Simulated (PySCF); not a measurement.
ethenyl(ethynyl)silane (C4H6Si), SMILES C(=C)[SiH2]C#C.

The structure is a stationary point at PBE0-D3(BJ)/def2-SVP. Other conformers were not sampled.

These are PySCF with TDA-M06-2X/def2-SVPD values and carry that method's errors.

Vertical excitations. Isolated molecule, no solvent.

```csv
state,energy (eV),λ (nm),f,main pairs
S1,5.58,222,0.000,"HOMO−1→LUMO+1 26 %, HOMO−1→LUMO+2 12 %, HOMO→LUMO+2 10 %, HOMO−2→LUMO 6 %"
S2,6.40,194,0.012,"HOMO−1→LUMO 20 %, HOMO→LUMO 17 %, HOMO−2→LUMO 13 %, HOMO−3→LUMO 10 %"
S3,6.50,191,0.001,"HOMO−1→LUMO+2 22 %, HOMO→LUMO+1 13 %, HOMO−2→LUMO+1 12 %, HOMO−1→LUMO 12 %"
S4,6.67,186,0.005,"HOMO−3→LUMO 35 %, HOMO−1→LUMO+1 20 %, HOMO−2→LUMO+2 10 %, HOMO→LUMO+2 6 %"
S5,7.50,165,0.084,"HOMO→LUMO+1 33 %, HOMO−2→LUMO+1 18 %, HOMO→LUMO 14 %, HOMO−2→LUMO 12 %"
S6,7.52,165,0.100,"HOMO−1→LUMO 28 %, HOMO→LUMO 27 %, HOMO−1→LUMO+3 8 %, HOMO→LUMO+1 7 %"
S7,7.77,160,0.478,"HOMO→LUMO 26 %, HOMO−2→LUMO 21 %, HOMO−1→LUMO 9 %, HOMO−2→LUMO+1 8 %"
S8,7.84,158,0.011,"HOMO→LUMO+2 32 %, HOMO−2→LUMO+2 24 %, HOMO→LUMO+1 12 %, HOMO−2→LUMO+1 6 %"
S9,7.87,157,0.026,"HOMO→LUMO+3 22 %, HOMO−3→LUMO 22 %, HOMO−2→LUMO 17 %, HOMO−2→LUMO+3 7 %"
S10,7.98,155,0.002,"HOMO−1→LUMO+3 42 %, HOMO−1→LUMO+1 21 %, HOMO−1→LUMO+2 14 %, HOMO−1→LUMO+4 7 %"
T1,4.59,270,0,"HOMO→LUMO 55 %, HOMO−2→LUMO 29 %"
T2,5.12,242,0,"HOMO−1→LUMO+2 17 %, HOMO→LUMO+1 12 %, HOMO−2→LUMO+1 11 %, HOMO−2→LUMO+2 11 %"
T3,5.57,222,0,"HOMO−1→LUMO+1 29 %, HOMO−1→LUMO+2 13 %, HOMO→LUMO+2 8 %, HOMO−1→LUMO 7 %"
T4,5.95,208,0,"HOMO−2→LUMO+2 15 %, HOMO−1→LUMO 13 %, HOMO−1→LUMO+1 11 %, HOMO−2→LUMO 11 %"
```
Triplets are in the Tamm–Dancoff approximation.
